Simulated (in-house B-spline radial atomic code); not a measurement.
A fraction x of an electron is removed from 3p in the potassium ion K⁵⁺, starting from [Ne] 3s2 3p2 and keeping the highest spin. Computed with an all-electron radial atomic-structure program (B-spline basis): non-relativistic r2SCAN, spin-polarised, spherical fractional occupations, point nucleus.

| x | E(x) - E(0) (eV) | 3p up level (eV) |
| --- | --- | --- |
| 0 | 0.0000 | -91.167 |
| 0.01 | 0.9125 | -91.339 |
| 0.15 | 13.8686 | -93.749 |
| 0.37 | 34.9114 | -97.553 |
| 0.39 | 36.8659 | -97.900 |
| 0.5 | 47.7399 | -99.810 |
| 0.52 | 49.7396 | -100.158 |
| 0.67 | 64.9592 | -102.772 |
| 0.85 | 83.7412 | -105.919 |
| 0.92 | 91.1984 | -107.146 |
| 1 | 99.8262 | -108.549 |

The exact functional would give a straight line between the two integer points. Deviations E(x) - E(0) - x[E(1) - E(0)], in eV: -0.086 at x = 0.01, -1.105 at x = 0.15, -2.024 at x = 0.37, -2.066 at x = 0.39, -2.173 at x = 0.5, -2.17 at x = 0.52, -1.924 at x = 0.67, -1.111 at x = 0.85, -0.642 at x = 0.92.

The curve lies below the straight line by up to 2.173 eV (at x = 0.5): convex, the delocalisation error that favours fractional charges.

(1) How well does Slater's transition state (minus the level at half occupation) give the ionisation energy?

## Answers

(1) It gives 99.810 eV against 99.826 eV from the two total energies; NIST lists 99.44 eV, ground level to ground level.
